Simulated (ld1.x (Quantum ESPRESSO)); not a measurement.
# fluorine: variants of one RRKJ potential

Base potential:

* Element: F
* Generator: ld1.x (Quantum ESPRESSO) 7.5
* Type: norm-conserving RRKJ (Kleinman–Bylander form)
* Functional: PBE
* Relativity: scalar-relativistic
* Frozen core: [He]
* Valence charge: 7
* Reference configuration: 2s2 2p5
* Partial waves: 2s (bound): rc 0.65 bohr; 3d channel at 0.3 Ry: rc 1.15 bohr; 2p (bound): rc 1.20 bohr
* Local potential: the p channel
* Core correction: Bessel-smoothed model core inside 0.50 bohr
* rho0: 0.01

Cutoffs, loose and tight: the cutoffs (Ry, on a coarse ladder) from which the occupation-weighted sum of valence levels, in a spherical-Bessel basis at the reference potential, stays within 10 and 1 mRy of its value at 400 Ry. They do not see the model core or the augmentation charge, which bear on the density cutoff. Test errors are all-electron minus pseudo excitation energies from the reference, over the configurations 2s2 2p4; 2s2 2p3; 2s2 2p2; 2s2 2p5.3; 2s1 2p5; 2s1 2p6; 2s2 2p4.5. A dash means not determined; rows that change the core or the reference have their own tests.

```csv
change,outcome,"cutoff, loose","cutoff, tight",bound ghosts,largest test error (meV)
base,generated,200 Ry,300 Ry,none,+205
wave 2p (bound): rc 1.20 bohr becomes 2p (bound): rc 0.74 bohr,generated,230 Ry,over 300 Ry,none,+11
wave 2p (bound): rc 1.20 bohr becomes 2p (bound): rc 1.02 bohr,generated,200 Ry,300 Ry,none,+90
wave 2p (bound): rc 1.20 bohr becomes 2p (bound): rc 1.10 bohr,generated,200 Ry,300 Ry,none,+135
wave 2p (bound): rc 1.20 bohr becomes 2p (bound): rc 1.24 bohr,generated,200 Ry,300 Ry,none,+233
wave 2p (bound): rc 1.20 bohr becomes 2p (bound): rc 1.34 bohr,generated,200 Ry,300 Ry,none,+400
wave 2p (bound): rc 1.20 bohr becomes 2p (bound): rc 1.58 bohr,generated,200 Ry,300 Ry,none,+873
wave 2p (bound): rc 1.20 bohr becomes 2p (bound): rc 1.66 bohr,generated,200 Ry,300 Ry,none,+1117
```

Question: What comes out with this change to the base: wave 2p (bound): rc 1.20 bohr becomes 2p (bound): rc 0.86 bohr?

Answer: outcome: generated; cutoff, loose: 200 Ry; cutoff, tight: 300 Ry; bound ghosts: none; largest test error (meV): +33.

Question: What comes out with this change to the base: wave 2p (bound): rc 1.20 bohr becomes 2p (bound): rc 1.78 bohr?

Answer: outcome: generated; cutoff, loose: 200 Ry; cutoff, tight: 300 Ry; bound ghosts: none; largest test error (meV): +1594.

Question: What comes out with this change to the base: wave 2p (bound): rc 1.20 bohr becomes 2p (bound): rc 1.46 bohr?

Answer: outcome: generated; cutoff, loose: 200 Ry; cutoff, tight: 300 Ry; bound ghosts: none; largest test error (meV): +594.

Reading the sweep of the p radius (base included, trends over the rows without a ghost): The loose cutoff stays near 200 Ry. The median size of the test errors (rows with all tests solved) is not monotonic: lowest 0.9 meV at 0.74 bohr, highest 14.4 meV at 1.46 bohr.
